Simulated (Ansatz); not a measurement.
Pt2Au3⁺, relaxed as a singlet with RKS PBE-D4/def2-SVP in Ansatz, starting from the GFN1-xTB geometry. Force threshold 0.02 eV/Å.

In the def2 sets Au, Pt take a core potential; there is no spin–orbit coupling. The restricted singlet is unstable towards broken spin symmetry in Hartree–Fock (as tested in another run); at PBE-D4/def2-SVP this wasn't settled. Another isomer (singlet) lies 0.04 eV lower at PBE0-D4/def2-TZVP; other spin states weren't run for this one.

Start:

```xyz
5

Pt    0.821   -0.292   -1.070
Pt   -1.254    0.379   -0.014
Au    0.610   -0.191    1.946
Au    0.878    1.932    0.554
Au   -1.055   -1.828   -1.416
```

```tsv
step	energy (eV)	largest force component (eV/Å)	SCF passes
1	-17575.4821	1.824	56
2	-17575.8331	0.577	39
3	-17575.9335	0.360	39
4	-17575.9890	0.550	39
5	-17576.0631	0.199	40
6	-17576.1008	0.360	33
7	-17576.1231	0.232	37
8	-17576.1315	0.098	32
9	-17576.1327	0.043	29
10 (rejected)	-17576.1321	0.091	28
11	-17576.1328	0.006	28
```

Force components are those of the run's own axes.

End:

```xyz
5

Pt    0.969   -0.921   -1.052
Pt   -0.876    0.596   -0.275
Au    0.826   -0.215    1.648
Au    0.433    2.445    1.054
Au   -1.352   -1.905   -1.375
```

Bonds lost: Pt1–Au4 (atoms count from 1).

No frequencies were taken in this run, so the end may be a saddle point.

It took 96 s on 4 threads of Intel Xeon on a shared host.
